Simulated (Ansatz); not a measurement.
Isolated molecules relaxed with PBE0-D4/def2-TZVP in Ansatz; ΔE leaves out vibrations. CBS: MP2 limit from def2 TZ/QZ plus the TZ coupled-cluster correction, frozen cores. This one scheme is used for every species. For Ga outer-core shells are correlated without core-valence functions, which leaves a few kJ/mol of doubt a bond. Scalar relativity is left out up to krypton. One conformer a species, not always the lowest.

Consider the ligand exchange at a Ga–O bond: `[CH3][Ga]([CH3])[OH]` + `O[SiH3]` → `[CH3][Ga]([CH3])[O][SiH3]` + H₂O.

`[CH3][Ga]([CH3])[OH]`:

Cartesian coordinates in Å:
```
C 1.765 0.084 -0.700
Ga 0.077 -0.245 0.235
C -1.679 0.597 -0.040
O 0.219 -1.509 1.509
H 1.664 -0.127 -1.768
H 2.553 -0.548 -0.291
H 2.066 1.130 -0.604
H -2.058 0.361 -1.038
H -1.598 1.684 0.025
H -2.413 0.259 0.693
H -0.597 -1.686 1.979
```

`O[SiH3]`:

Cartesian coordinates in Å:
```
O 0.154 -1.156 -0.531
Si -0.041 0.393 -0.005
H 0.187 -1.851 0.127
H -1.318 0.564 0.742
H -0.054 1.236 -1.222
H 1.072 0.814 0.890
```

`[CH3][Ga]([CH3])[O][SiH3]`:

```xyz
14

C     1.204    0.874    1.331
Ga   -0.402    0.484    0.279
C    -2.186    1.276    0.214
O    -0.226   -0.879   -0.890
Si    0.888   -1.946   -1.392
H     1.048    1.695    2.032
H     1.506   -0.014    1.891
H     2.030    1.133    0.665
H    -2.940    0.487    0.245
H    -2.312    1.811   -0.731
H    -2.364    1.974    1.033
H     1.174   -1.760   -2.842
H     2.177   -1.795   -0.650
H     0.404   -3.340   -1.186
```

H₂O:

Z-matrix (Å, degrees):
```
O
H 1 0.960
H 1 0.960 2 105.1
```

| species | HF/def2-TZVPP energy (Eh) |
| --- | --- |
| `[CH3][Ga]([CH3])[OH]` | -2078.02746 |
| `O[SiH3]` | -366.21048 |
| `[CH3][Ga]([CH3])[O][SiH3]` | -2368.18432 |
| H₂O | -76.06237 |

Problem. Work out ΔE.

Solution. ΔE = (-2368.18432) + (-76.06237) − (-2078.02746) − (-366.21048) = -0.00875 Eh = -23.0 kJ/mol. CCSD(T)/CBS gives -23.3 kJ/mol.

Largest T1 diagnostic among the species: 0.013.

Leaving LDA and LC-ωPBE aside and taking each functional with its dispersion term where it has one, the values, not all of them listed here, spread over 10.0 kJ/mol, from BHLYP-D4 to PBE-D4. From BLYP to BHLYP (50 % exact exchange), in def2-TZVPP and without D4, ΔE moves by −8.4 kJ/mol. The D4 term adds −8.1 kJ/mol with B3LYP and −4.8 kJ/mol with PBE0; it sums over pairs of atoms, weighted by their polarisabilities, and B3LYP, whose exchange is more repulsive, gets the larger term.

B3LYP here is the variant with VWN-RPA as its local correlation; programs differ in this.
